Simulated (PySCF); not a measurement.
Eu2H4 at several levels of theory

Computed with PySCF 2.14.0 (density fitting, no spin-orbit coupling) at the geometry relaxed with PBE0:

```xyz
6
Eu2H4 (singlet in the valence; each metal's 4f electrons, 7 of them, lie in its core potential, out of spins and levels)
Eu    0.0000    0.7005    1.7459
Eu    0.0000   -0.7005   -1.7459
H     1.4063    0.0000    0.0000
H    -1.4063    0.0000    0.0000
H     0.0000   -0.5425    3.5414
H     0.0000    0.5425   -3.5414
```

```
level                                    basis    state  HOMO (eV)  gap (eV)  charge on Eu1 (e)  population of f-type functions on Eu1 (polarisation alone where 4f lies in the core)  dipole about the centre of mass (D)  largest force component (eV/Å)
 PBE0    Eu lcecp-0-SVP with ECP53, H def2-SVP  singlet          –         –               0.52                                                                                  0.01                                 0.00                            0.01
 BP86                                 the same  singlet          –         –               0.42                                                                                  0.01                                 0.00                            0.05
 TPSS                                 the same  singlet          –         –               0.56                                                                                  0.01                                 0.00                            0.01
  PBE                                 the same  singlet          –         –               0.40                                                                                  0.01                                 0.00                            0.06
 PBE0  Eu lcecp-0-TZVP with ECP53, H def2-TZVP  singlet          –         –               0.75                                                                                  0.01                                 0.00                            0.05
```

In the lcecp rows the 4f levels are missing from HOMO and gap, and the state counts the valence alone.

Charges are Mulliken's, which hang on the basis. The relaxation used the grid (50, 194), these runs (75, 302) or, all-electron (x2c bases, spin-free X2C Hamiltonian), (99, 590).

Q: What does wB97X with Eu lcecp-0-SVP with ECP53, H def2-SVP give here?

A: state singlet, charge on Eu1 (e) 0.54, population of f-type functions on Eu1 (polarisation alone where 4f lies in the core) 0.01, dipole about the centre of mass (D) 0.00, largest force component (eV/Å) 0.08. Time: 5 s on 2 threads of Arm Neoverse V2 (shared host), from an already converged density.

An lcecp potential fixes the number of 4f electrons, so in runs with it no electron can move into or out of that shell.
